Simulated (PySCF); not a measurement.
Removing the step error of a finite difference

System: HBCl2S, singlet, at a GFN2-xTB geometry. Level: PBE0/cc-pVDZ, polarisability in PySCF. Sums are taken with unrounded values, so a last digit can differ.

Second differences of the energy in a field along z gave a polarisability along z of 50.362 bohr³ at step 0.005 and 50.405 bohr³ at step 0.02 (atomic units).

Problem. Extrapolate to zero step.

Solution. The leading error of a symmetric difference goes as h², so A(h) = A0 + c h². Then c = (50.405 - (50.362))/(0.02² - 0.005²) = 117 (atomic units) and A0 = 50.362 - c × 0.005² = 50.359 bohr³. The analytic value from the same program and level is 50.359 bohr³: the smaller step missed it by 0.003, the extrapolation by 0.000.
